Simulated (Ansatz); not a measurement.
Program: Ansatz. Geometries: PBE0-D4/def2-TZVP. ΔE: electronic, gas phase. CCSD(T)/CBS is the MP2 limit (def2-TZVPP, def2-QZVPP) plus CCSD(T) − MP2 in def2-TZVPP, frozen cores. This one scheme is used for every species. Functionals use def2-TZVPP. def2 core potentials past Kr. For Sb outer-core shells are correlated without core-valence functions, which leaves a few kJ/mol of doubt a bond. Each species was taken in one conformer, which may not be the lowest.

`O[B](O)[SbH2]` + `C=NCO` → `C=NC[O][SbH2]` + `OBO`  (cleavage of the Sb–B bond)

| level | ΔE (kJ/mol) |
| --- | --- |
| PBE-D4 | -12.4 |
| B2PLYP | -18.7 |
| PBE | -9.2 |
| HF/def2-QZVPP | -19.2 |

Problem. What does CCSD(T)/CBS give? (Estimate.)

Solution. Ansatz gave: -16.7 kJ/mol. The listed levels differ from it by 4.3, -2.0, 7.5, -2.5 kJ/mol.

Largest T1 diagnostic among the species: 0.014.

The D4 term adds −5.1 kJ/mol with B3LYP and −2.9 kJ/mol with PBE0; it sums over pairs of atoms, weighted by their polarisabilities, and B3LYP, whose exchange is more repulsive, gets the larger term. From PBE to PBE0 (25 % exact exchange), in def2-TZVPP and without D4, ΔE moves by +4.5 kJ/mol.

B3LYP here is the variant with VWN-RPA as its local correlation; programs differ in this.
